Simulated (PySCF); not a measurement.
boron monoxide dimer (B2O2), SMILES O=BB=O. Heavy atoms are numbered as in [O:1]=[B:2][B:3]=[O:4].

The structure is a stationary point at PBE0-D3(BJ)/def2-TZVP. The values are those of a single conformer.

Calculation: B3LYP/pcSseg-2 (PySCF).

GIAO shieldings, no solvent; atoms alike by connectivity are averaged. δ = σ(ref) − σ: ¹⁷O against H2O (σ = 325.5 ppm); ¹¹B against BF3 (σ = 86.3 ppm), references at their B3LYP-D3(BJ)/def2-TZVP geometries, non-relativistic.

```csv
nucleus,atoms,count,δ (ppm)
¹⁷O,O1,2,342.5
¹¹B,B2,2,1.3
```
